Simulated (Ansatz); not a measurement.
Total energies of C$_{2}$H$_{3}$F$_{2}$In, SMILES `C=[CH][In]([F])[F]`.

| atom | x (Å) | y (Å) | z (Å) |
| --- | --- | --- | --- |
| C1 | 0.473 | -1.430 | 0.230 |
| C2 | 0.293 | -0.211 | 0.725 |
| In3 | -0.517 | 1.326 | -0.452 |
| F4 | -0.883 | 3.175 | 0.000 |
| F5 | -1.043 | 1.053 | -2.304 |
| H6 | 0.895 | -2.227 | 0.839 |
| H7 | 0.216 | -1.696 | -0.791 |
| H8 | 0.565 | 0.010 | 1.753 |

The species carries charge 0 and has multiplicity 1. Correlated methods include outer-core shells of In, which these sets cover unevenly. In takes the def2 core potential. Geometry: relaxed with PBE0-D4/def2-TZVP. It is one conformer, not always the lowest. Basis def2-TZVPP, Ansatz.

RPA on PBE orbitals: Hartree–Fock energy of these orbitals -465.64484 Eh, correlation -1.66718 Eh (frozen core).

```
 functional  energy without D4 (Eh)  D4 term (kJ/mol)
LDA (SPW92)              -465.66887                 –
       BLYP              -467.90316             -30.2
     r2SCAN              -467.93132              -3.3
       PBE0              -467.69901             -11.9
      B3LYP              -468.06117             -22.7
    r2SCANh              -467.90080              -3.6
    r2SCAN0              -467.85692              -4.0
    ωB97X-V              -467.87764                 –
    ωB97M-V              -467.85402                 –
     B2PLYP              -467.60338                 –
```

(1) Give the same for PBE, revPBE, B97M-V, HSE06 (plane-wave form), BHLYP, CAM-B3LYP, LC-ωPBE, PBE-QIDH. (An estimate is asked.)

B3LYP takes the VWN-RPA correlation (the form of Gaussian; ORCA's B3LYP/G). HSE06 is the plane-wave form, built on full-range PBE exchange. The double hybrids freeze the cores in their second-order part.

Answers

(1) Computed: 
| functional | energy without D4 (Eh) | D4 term (kJ/mol) |
| --- | --- | --- |
| PBE | -467.69840 | -14.0 |
| revPBE | -467.95039 | -39.1 |
| B97M-V | -467.92035 | – |
| HSE06 (plane-wave form) | -467.68511 | -11.2 |
| BHLYP | -467.78606 | -19.1 |
| CAM-B3LYP | -467.88068 | -12.2 |
| LC-ωPBE | -467.85618 | – |
| PBE-QIDH | -467.45915 | – |

LC-ωPBE has ω = 0.4 bohr⁻¹.
